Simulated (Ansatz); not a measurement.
One change: `CC(F)S` becomes `FC(S)[TeH]`.

Ansatz, PBE0-D4/def2-TZVP geometries, multiplicity 1. Each molecule was computed in one conformer, which needn't be the lowest.

Elements past krypton have def2 core potentials.

```json
{"property": "size of the dipole moment (ωB97M-V/def2-TZVPP) / D", "`CC(F)S`": "1.92"}
{"property": "HOMO–LUMO gap (PBE0/def2-TZVPP) / eV", "`CC(F)S`": "7.74"}
{"property": "HOMO energy (PBE/def2-TZVPP) / eV", "`CC(F)S`": "-6.11"}
{"property": "ideal-gas entropy at 298 K and 1 bar (rigid rotor, harmonic PBE0-D4/def2-TZVP) / J/(mol·K)", "`CC(F)S`": "301"}
{"property": "size of the dipole moment (PBE/def2-TZVPP) / D", "`CC(F)S`": "1.85"}
{"property": "LUMO energy (PBE/def2-TZVPP) / eV", "`CC(F)S`": "-0.62"}
```

Question: Give the same properties after the change, and the shifts. (Best estimate.)

Answer: Ansatz gave: 
| property | `FC(S)[TeH]` | shift |
| --- | --- | --- |
| size of the dipole moment (ωB97M-V/def2-TZVPP) / D | 1.62 | -0.30 |
| HOMO–LUMO gap (PBE0/def2-TZVPP) / eV | 5.27 | -2.47 |
| HOMO energy (PBE/def2-TZVPP) / eV | -5.51 | 0.60 |
| ideal-gas entropy at 298 K and 1 bar (rigid rotor, harmonic PBE0-D4/def2-TZVP) / J/(mol·K) | 339 | 38 |
| size of the dipole moment (PBE/def2-TZVPP) / D | 1.52 | -0.33 |
| LUMO energy (PBE/def2-TZVPP) / eV | -2.13 | -1.51 |

With PBE0 the HOMO rises by 0.82 eV and the LUMO falls by 1.65 eV, so the gap narrows by about 2.47 eV. PBE moves the HOMO by 0.60 eV and ωB97M-V by 0.96 eV. The zero-point energy changes by -84.0 kJ/mol with -6 modes. Dipoles are sizes alone; their direction can turn.

Spin–orbit coupling is left out; it splits and shifts lone-pair levels of the heavy atoms by tenths of an eV.
